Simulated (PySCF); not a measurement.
Can point charges reproduce the dipole moment of `CC(C)[P@](=O)(CO)C[SiH3]`?

Coordinates (GFN2-xTB, Å) and charges (e) from the PBE0/pcSseg-1 density (PySCF):

| atom | x | y | z | Mulliken | IAO | Hirshfeld | ESP-fitted |
| --- | --- | --- | --- | --- | --- | --- | --- |
| C1 | -2.081 | 0.319 | 1.298 | -0.2180 | -0.4203 | -0.1167 | -0.4679 |
| C2 | -0.856 | -0.448 | 0.814 | -0.5860 | -0.3347 | -0.0590 | +0.2391 |
| C3 | -1.230 | -1.667 | -0.013 | -0.2151 | -0.4177 | -0.1170 | -0.4470 |
| P4 | 0.250 | 0.741 | -0.076 | +0.7952 | +1.4781 | +0.4192 | +0.6127 |
| O5 | 0.594 | 1.920 | 0.735 | -0.6236 | -0.9437 | -0.3962 | -0.6365 |
| C6 | -0.612 | 1.309 | -1.627 | -0.0853 | -0.2853 | -0.0461 | +0.0567 |
| O7 | 0.176 | 2.340 | -2.152 | -0.4484 | -0.5421 | -0.2235 | -0.6052 |
| C8 | 1.713 | -0.163 | -0.678 | -0.7201 | -0.8045 | -0.2027 | -0.4308 |
| Si9 | 2.715 | -0.842 | 0.787 | +0.4886 | +0.6008 | +0.3180 | +0.4158 |
| H10 | -1.769 | 1.246 | 1.778 | +0.1462 | +0.1617 | +0.0436 | +0.1263 |
| H11 | -2.646 | -0.272 | 2.017 | +0.1241 | +0.1452 | +0.0458 | +0.1306 |
| H12 | -2.738 | 0.562 | 0.465 | +0.1082 | +0.1330 | +0.0391 | +0.1160 |
| H13 | -0.269 | -0.757 | 1.689 | +0.1742 | +0.1474 | +0.0444 | +0.0257 |
| H14 | -1.771 | -1.370 | -0.910 | +0.1145 | +0.1363 | +0.0404 | +0.0820 |
| H15 | -1.873 | -2.326 | 0.568 | +0.1293 | +0.1492 | +0.0478 | +0.1338 |
| H16 | -0.346 | -2.227 | -0.308 | +0.1253 | +0.1397 | +0.0393 | +0.1103 |
| H17 | -0.678 | 0.529 | -2.386 | +0.1347 | +0.1534 | +0.0461 | +0.0896 |
| H18 | -1.625 | 1.667 | -1.384 | +0.1367 | +0.1323 | +0.0394 | +0.0524 |
| H19 | 0.417 | 2.918 | -1.412 | +0.2450 | +0.3558 | +0.1525 | +0.4188 |
| H20 | 1.418 | -0.939 | -1.380 | +0.1703 | +0.1636 | +0.0487 | +0.1173 |
| H21 | 2.294 | 0.584 | -1.223 | +0.1926 | +0.1832 | +0.0547 | +0.1577 |
| H22 | 4.038 | -1.197 | 0.269 | -0.0754 | -0.1111 | -0.0760 | -0.1072 |
| H23 | 2.822 | 0.144 | 1.855 | -0.0331 | -0.0948 | -0.0642 | -0.0683 |
| H24 | 2.047 | -2.053 | 1.281 | -0.0800 | -0.1256 | -0.0778 | -0.1217 |

Task: Form Σ q r in debye for every column and set it beside the full dipole.

Result: The full density gives (-1.45, -3.31, -0.42) D, 3.64 D in size; dipole vectors point from the negative to the positive end.

```json
{"scheme": "Mulliken", "μx": "-1.89", "μy": "-4.59", "μz": "-0.12", "size (D)": "4.96", "share of the full size (%)": "136", "angle to the full dipole (°)": "5"}
{"scheme": "IAO", "μx": "-1.53", "μy": "-5.14", "μz": "-0.14", "size (D)": "5.37", "share of the full size (%)": "148", "angle to the full dipole (°)": "9"}
{"scheme": "Hirshfeld", "μx": "-0.79", "μy": "-2.62", "μz": "-0.43", "size (D)": "2.77", "share of the full size (%)": "76", "angle to the full dipole (°)": "7"}
{"scheme": "ESP-fitted", "μx": "-1.45", "μy": "-3.34", "μz": "-0.40", "size (D)": "3.66", "share of the full size (%)": "101", "angle to the full dipole (°)": "0"}
```

Task: Which set comes closest?

Result: Length of the difference vector: ESP-fitted 0.04 D, Hirshfeld 0.95 D, Mulliken 1.38 D, IAO 1.86 D. Closest: ESP-fitted. ESP charges are fitted to the potential around the molecule, whose slowest-falling term is the dipole's. The schemes that divide the density aren't constrained to reproduce the dipole.

Task: What is left for the Hirshfeld atoms' own dipoles?

Result: The shares of the density sum to the whole, so what Σ q r misses lies in dipoles about the nuclei. The atomic dipoles sum to (-1.45, -3.31, -0.42) − (-0.79, -2.62, -0.43) = (-0.66, -0.69, 0.01) D, 0.95 D in size.

Task: With the origin at the mean of the coordinates, (0.000, 0.001, 0.000) Å, which are the largest single terms, by size, of the ESP-fitted dipole along the direction of the full one?

Result: O5 +6.32, O7 +5.67, H19 -5.35, C3 -4.31, P4 -2.25 D; all 24 atoms together +3.66 D. The single terms depend on the origin, their sum doesn't.

Task: Give the size of the full dipole in other units.

Result: 3.64 D = 1.430 au = 0.757 e·Å = 12.13 × 10⁻³⁰ C·m.

Isolated species at its GFN2-xTB geometry (one conformer only).

These values come from a run that also computed NMR shieldings. The run took 73 s of wall time (with the writing of density and orbital grids) on Arm Neoverse V1, one thread (shared host), and the process peaked at 1.1 GiB of memory.

Conformer computed: `[CH3:1][CH:2]([CH3:3])[P@:4](=[O:5])([CH2:6][OH:7])[CH2:8][SiH3:9]`: C1–C2–P4–O5 54°, C2–P4–C6–O7 172°, C2–P4–C8–Si9 -64°, H–O7–C6–P4 -45°.
